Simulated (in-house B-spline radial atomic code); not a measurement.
Neutral sulfur: [Ne] 3s2 3p4

Method: non-relativistic CAM-B3LYP, spin-polarised, spherical fractional occupations, exact exchange averaged over the configuration, point nucleus. Calculated with a radial B-spline atomic code at the basis-set limit.

Effective charges: Z_r = [3n² - l(l+1)]/(2<r>) from the radius, Z_e = n√(-2ε) from the energy, and Slater's rules. Values are occupation-weighted means over spin.

```csv
shell,electrons,ε (eV),<r> (bohr),Z_r,Z_e,Slater
1s,2,-2421.2,0.09727,15.42,13.34,15.70
2s,2,-219.27,0.4805,12.49,8.03,11.85
2p,6,-163.76,0.4429,11.29,6.94,11.85
3s,2,-20.562,1.709,7.90,3.69,5.45
3p,4,-10.026,2.058,6.07,2.58,5.45
```

The least bound orbital is 3p down at -8.793 eV, and it is also the most diffuse (<r> = 2.126 bohr).
